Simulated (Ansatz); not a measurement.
Mulliken charges of CH6BNSi (`NB1C[SiH2]1`) from r2SCAN/def2-TZVPP in Ansatz (PBE0-D4/def2-TZVP geometry).

| atom | x (Å) | y (Å) | z (Å) | charge (e) |
| --- | --- | --- | --- | --- |
| N1 | -1.522 | 0.447 | -1.057 | -0.291 |
| B2 | -0.407 | 0.189 | -0.294 | 0.108 |
| C3 | 0.369 | -1.035 | 0.286 | -0.325 |
| Si4 | 1.165 | 0.628 | 0.762 | 0.103 |
| H5 | -1.818 | 1.378 | -1.296 | 0.195 |
| H6 | -2.115 | -0.281 | -1.426 | 0.178 |
| H7 | -0.099 | -1.624 | 1.075 | 0.089 |
| H8 | 0.918 | -1.672 | -0.408 | 0.090 |
| H9 | 1.099 | 1.004 | 2.196 | -0.073 |
| H10 | 2.493 | 0.916 | 0.165 | -0.073 |

Question: By hand: the dipole of these point charges (1 e Å = 4.8032 D).

Answer: Σ q r = (-0.520, 0.075, -0.359) e Å, of length 0.636 e Å = 3.05 D.

Question: How does the dipole of the full density compare? (Best estimate.)

Answer: The calculation gave: (-0.411, -0.040, -0.277) e Å, 2.39 D; the point charges give 1.28 times that, at 11° from its direction.

Point charges leave out the atoms' own dipoles, such as those of lone pairs, and Mulliken's split depends on the basis, so the two needn't agree.
